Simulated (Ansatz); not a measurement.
`[F][Ti]([F])([F])[SeH]` + `ClB(Cl)I` → `[F][Ti]([F])([F])[I]` + `ClB(Cl)[SeH]` at 500 K and 1 bar (redistribution).

Calculated with Ansatz (gas phase, PBE0-D4/def2-TZVP geometries, no zero-point term in ΔE). CCSD(T)/CBS is the MP2 limit (def2-TZVPP, def2-QZVPP) plus CCSD(T) − MP2 in def2-TZVPP, frozen cores. Elements past krypton have def2 core potentials. For I, Se, Ti outer-core shells are correlated without core-valence functions, which leaves a few kJ/mol of doubt a bond. Scalar relativity is left out up to krypton. One conformer a species, not always the lowest.

| species | CCSD(T)/CBS energy (Eh) | H − E (kJ/mol) | S (J/(mol·K)) |
| --- | --- | --- | --- |
| `[F][Ti]([F])([F])[SeH]` | -3549.84726 | 83.1 | 427.6 |
| `ClB(Cl)I` | -1241.89456 | 46.9 | 355.0 |
| `[F][Ti]([F])([F])[I]` | -1446.00030 | 59.7 | 398.2 |
| `ClB(Cl)[SeH]` | -3345.76079 | 72.1 | 365.9 |

H − E and S are ideal-gas, rigid-rotor, harmonic terms from PBE0-D4/def2-TZVP, for one conformer and one mirror image of each species. 1 Eh = 2625.50 kJ/mol, R = 8.31446 J/(mol·K).

Task: By hand: ΔE, ΔH, ΔS and ΔG.

Result: ΔE = (-1446.00030) + (-3345.76079) − (-3549.84726) − (-1241.89456) = -0.01927 Eh = -50.6 kJ/mol. Δ(H − E) = 59.7 + 72.1 − 83.1 − 46.9 = 1.8, so ΔH = -48.8 kJ/mol. ΔS = 398.2 + 365.9 − 427.6 − 355.0 = -18.5 J/(mol·K). ΔG = -48.8 − 500 × (-18.5)/1000 = -39.5 kJ/mol.

Task: By hand: the equilibrium constant, and the temperature at which ΔG would vanish if ΔH and ΔS stayed fixed.

Result: log₁₀ K = −ΔG/(RT ln 10) = 4.1. ΔG = 0 at ΔH/ΔS = 2638 K, far beyond where these terms or the molecules hold.

ΔH outweighs TΔS. A doubt of 5 kJ/mol in ΔE shifts log₁₀ K by 0.5 here. Other conformers and mirror images would add mixing entropy, several J/(mol·K) or more a flexible species. These are equilibria of isolated gas molecules and say nothing of rates. Largest T1 diagnostic: 0.023 (customary marks: 0.02 for closed shells, 0.045 for open ones).
